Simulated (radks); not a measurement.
Results of a calculation; reference values are marked as such.
All-electron atom: Rh3+ in [Kr] 4d6. Code: a radial shooting solver on a logarithmic mesh with Libxc functionals. Model: scalar-relativistic Kohn-Sham, LDA (Slater exchange, VWN5 correlation), spin-unpolarised, spherical densities, finite nucleus; Fermi nuclear charge, rms radius 4.4945 fm. Some entries of the table are withheld. Estimate them.

| orbital | occ. | eigenvalue (hartree) | <r^2> (bohr^2) | r(max) (bohr) |
|---|---|---|---|---|
| 1s | 2 | -846.8891 | 0.001441 | 0.02120 |
| 2s | 2 | -123.9777 | 0.02379 | (1) |
| 2p | 6 | (2) | 0.01871 | (3) |
| 3s | 2 | -23.24818 | 0.1753 | 0.3519 |
| 3p | 6 | -19.08989 | (4) | 0.3449 |
| 3d | 10 | -12.41907 | 0.1641 | 0.2909 |
| 4s | 2 | -4.35787 | 1.069 | 0.8779 |
| 4p | 6 | -3.16735 | 1.293 | 0.9383 |
| 4d | 6 | -1.46037 | 2.212 | 1.110 |

Answer. 
(1) 2s r(max) (bohr): 0.1199
(2) 2p eigenvalue (hartree): -111.3302
(3) 2p r(max) (bohr): 0.09578
(4) 3p <r^2> (bohr^2): 0.1777
